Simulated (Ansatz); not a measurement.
C$_{3}$H$_{4}$F$_{4}$O, SMILES `OC(C(F)F)C(F)F`, relaxed with RKS PBE-D4/def2-SVP in Ansatz from a rough embedded geometry. The force threshold is 0.03 eV/Å; the program also tests the step.

Total charge 0; spin multiplicity 1.

Start:

```xyz
12

O    -1.601    0.562   -0.284
C    -0.210    0.236   -0.521
C     0.654    1.152    0.312
F     1.916    0.923    0.096
F     0.498    0.843    1.657
C     0.074   -1.231   -0.185
F    -0.530   -2.042   -1.065
F    -0.510   -1.546    1.045
H    -1.898    0.013    0.442
H     0.038    0.389   -1.568
H     0.421    2.181    0.209
H     1.148   -1.481   -0.138
```

Task: By how much does the energy fall, and how many steps does the optimiser take? (Estimate.)

Result: The calculation gave: 32.19 kJ/mol, in 5 steps.

Task: Which bonds change most? (Best estimate.)

Result: The calculation gave: C3–F4 from 1.300 to 1.370 Å; C3–H11 from 1.060 to 1.114 Å; O1–C2 from 1.448 to 1.403 Å; C2–H10 from 1.087 to 1.111 Å.

Task: Give the relaxed structure. (Estimate.)

Result: Computed: 
```xyz
12

O    -1.601    0.508   -0.283
C    -0.246    0.208   -0.486
C     0.645    1.141    0.343
F     1.965    0.890    0.076
F     0.433    0.921    1.677
C     0.062   -1.269   -0.195
F    -0.427   -2.054   -1.194
F    -0.578   -1.624    0.969
H    -1.821    0.150    0.601
H    -0.008    0.388   -1.556
H     0.425    2.211    0.125
H     1.150   -1.469   -0.075
```
